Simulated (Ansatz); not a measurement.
Calculated with Ansatz (gas phase, PBE0-D4/def2-TZVP geometries, no zero-point term in ΔE). CCSD(T)/CBS adds triple-zeta CCSD(T) − MP2 to the extrapolated MP2 energy (def2 sets, frozen cores). This one scheme is used for every species. Functionals use def2-TZVPP. Each species was taken in one conformer, which may not be the lowest.

Reaction (silylene formation by 1,1-elimination): `O[Si@H](Cl)[Si@H](F)Cl` → `O[SiH]` + `F[SiH](Cl)Cl`

`O[Si@H](Cl)[Si@H](F)Cl`:

Z-matrix (Å, degrees):
```
Si
Cl 1 2.061
Si 1 2.349 2 105.3
O 1 1.634 2 111.7 3 -120.7
H 1 1.477 2 108.2 3 122.6
F 3 1.600 1 106.8 2 -78.5
Cl 3 2.046 1 109.7 2 164.7
H 3 1.480 1 116.4 2 41.9
H 4 0.959 1 118.6 2 66.2
```

`O[SiH]`:

```xyz
4

O    -0.290    0.271   -0.668
Si    0.023   -0.473    0.779
H    -1.153    0.066   -1.037
H     1.420    0.136    0.927
```

`F[SiH](Cl)Cl`:

Cartesian coordinates in Å:
```
F -0.548 0.400 1.471
Si -0.073 0.089 -0.005
Cl -0.602 -1.811 -0.457
Cl 1.939 0.291 -0.082
H -0.717 1.032 -0.926
```

```tsv
species	PBE0-D4 energy (Eh)
`O[Si@H](Cl)[Si@H](F)Cl`	-1675.89555
`O[SiH]`	-365.74313
`F[SiH](Cl)Cl`	-1310.07827
```

Q: Work out ΔE.

A: ΔE = (-365.74313) + (-1310.07827) − (-1675.89555) = 0.07415 Eh = +2.02 eV. CCSD(T)/CBS gives +1.82 eV.

Largest T1 diagnostic among the species: 0.016.

In def2-TZVPP, CCSD(T) changes the Hartree–Fock value by +0.05 eV (the triples alone add +0.02 eV) and MP2 by +0.17 eV. The D4 term adds +0.17 eV with B3LYP and +0.10 eV with PBE0; it sums over pairs of atoms, weighted by their polarisabilities, and B3LYP, whose exchange is more repulsive, gets the larger term. From PBE to PBE0 (25 % exact exchange), in def2-TZVPP and without D4, ΔE moves by +0.10 eV.

B3LYP here is the variant with VWN-RPA as its local correlation; programs differ in this.
